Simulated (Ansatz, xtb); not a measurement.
System: sum formula SiHF2, charge -1, multiplicity 1. It need not be the lowest isomer of its formula. Whether it binds its extra electron was not tested at this geometry. 
Coordinates optimised at B3LYP-D3(BJ)/def2-TZVP (Ansatz, a first-principles code):
SMILES: F[SiH-]F
```xyz
4

Si     0.4146    -0.2466     0.3620
F     -0.9278    -0.9269    -0.4153
F      0.3228     1.2948    -0.3345
H     -0.3598     0.1414     1.6802
```
Charge -1, spin multiplicity 1.

Harmonic wavenumbers from GFN2-xTB (xtb, at its own minimum), cm⁻¹: 229, 508, 544, 696, 745, 1571.

Give the harmonic wavenumbers at B3LYP-D3(BJ)/def2-TZVP (Ansatz, finite differences of forces, unscaled).

293, 664, 678, 773, 850, 1704 cm⁻¹. Zero-point energy 7.1 kcal/mol.

From these and the geometry, give the ideal-gas thermochemistry at 298.15 K and 1 atm (rigid rotor, harmonic oscillator).

Point group Cs, rotational symmetry number 1. Rotational constants 21.76, 7.88, 6.11 GHz. S(trans) 38.53, S(rot) 23.24, S(vib) 2.55, S(elec, spin only) 0.00, S 64.3 cal/(mol K). H(298) - H(0) 2.89 kcal/mol; G - E(el) -9.2 kcal/mol.
